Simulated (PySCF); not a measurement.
CH8AlNO.
Bonds: C1–O2, O2–Al3, Al3–N4. Hydrogens: H5, H6, H7 on C1; H8, H9 on Al3; H10, H11, H12 on N4.

Torsions of this conformer, `[CH3:1][O:2][AlH2-:3][NH3+:4]`: C1–O2–Al3–N4 174°.

The closed-shell ground state was solved at several levels (PySCF, density fitting, gas phase, non-relativistic). Isolated species at its PBE0-D3(BJ)/def2-SVP geometry (one conformer only).

```csv
level,basis functions,total energy (Eh),HOMO (eV),LUMO (eV),gap (eV),dipole (D)
PBE0/pcSseg-0,56,-414.3945,-6.42,0.58,7.00,4.72
B3LYP/def2-TZVP,178,-415.4991,-6.52,-0.46,6.06,4.64
PBE0/cc-pVTZ,236,-415.1440,-6.69,0.00,6.69,4.68
PBE0/def2-TZVP,178,-415.1480,-6.72,-0.10,6.62,4.68
PBE0/IGLO-III,229,-415.1545,-6.74,-0.29,6.45,4.62
PBE0/6-31G*,76,-415.0373,-6.42,0.50,6.92,4.79
"PBE0/6-311+G(2d,p)",164,-415.1311,-6.75,-0.61,6.14,4.58
PBE0/cc-pVDZ,100,-415.0659,-6.49,0.41,6.90,4.74
PBE0/def2-SVP,100,-414.8624,-6.55,0.44,6.99,4.77
B3LYP/cc-pVTZ,236,-415.4946,-6.49,-0.36,6.13,4.65
PBE0/aug-cc-pVDZ,168,-415.0853,-6.71,-0.82,5.89,4.60
```

Task: What might B3LYP/6-31G* (76 basis functions) give for the same quantities?

Result: Total energy -415.3810 Eh, HOMO -6.17 eV, LUMO 0.19 eV, gap 6.36 eV, dipole 4.79 D.

Task: How much does the basis alone move the frontier levels among the 9 PBE0 rows?

Result: The HOMO by 0.33 eV and the LUMO by 1.40 eV. By rising basis size (HOMO, LUMO in eV): pcSseg-0 -6.42, 0.58; 6-31G* -6.42, 0.50; cc-pVDZ -6.49, 0.41; def2-SVP -6.55, 0.44; 6-311+G(2d,p) -6.75, -0.61; aug-cc-pVDZ -6.71, -0.82; def2-TZVP -6.72, -0.10; IGLO-III -6.74, -0.29; cc-pVTZ -6.69, 0.00.

Task: How far do the dipole and the HOMO energy spread over the levels?

Result: The dipole runs from 4.58 to 4.79 D (mean 4.69 D) and the HOMO from -6.75 to -6.17 eV.
